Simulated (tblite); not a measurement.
C5H6NP.
Numbering: `[CH3:1][c:2]1[cH:3][cH:4][n:5][cH:6][p:7]1` (hydrogens: H8, H9, H10 on C1; H11 on C3; H12 on C4; H13 on C6)

Structure optimised with GFN2-xTB, isolated species.

Question: List the bond lengths and angles at this level.

Answer: 
```tsv
bond	length (Å)	order
C1–C2	1.500	single
C2–C3	1.384	aromatic
C3–C4	1.387	aromatic
C4–N5	1.321	aromatic
N5–C6	1.309	aromatic
C6–P7	1.746	aromatic
C2–P7	1.750	aromatic
C1–H8, C1–H9, C1–H10	1.089	single
C3–H11	1.083	single
C4–H12	1.083	single
C6–H13	1.087	single
```

Bonds in one row agree within 0.01 Å and their mean is given. Orders are formal, as drawn. A selection of angles:
```tsv
angle	degrees
C2–C1–H8	110.4
C2–C1–H10	110.9
H8–C1–H9	107.7
H8–C1–H10	108.7
C1–C2–C3	119.4
C1–C2–P7	118.2
C3–C2–P7	122.5
C2–C3–C4	123.3
C2–C3–H11	118.4
C4–C3–H11	118.3
C3–C4–N5	125.5
C3–C4–H12	119.8
N5–C4–H12	114.7
C4–N5–C6	121.4
N5–C6–P7	128.9
N5–C6–H13	114.4
P7–C6–H13	116.7
C2–P7–C6	98.5
```

The 3 C–C bonds span 1.384 Å (C2–C3, aromatic) to 1.500 Å (C1–C2, drawn single), a spread of 0.116 Å. The 7 heavy atoms lie in one plane (0.001 Å rms). The 6-membered ring C2–C3–C4–N5–C6–P7 has internal angles of 98.5° to 128.9° (sum 720°, against 720° for a flat polygon); it is planar, 0.00 Å rms from its mean plane, widest ring torsion 0°.

Point group: Cs (tolerance 0.08 Å). Its GFN2-xTB frequencies are all real (lowest 41 cm⁻¹).

All values are computed, not measured.
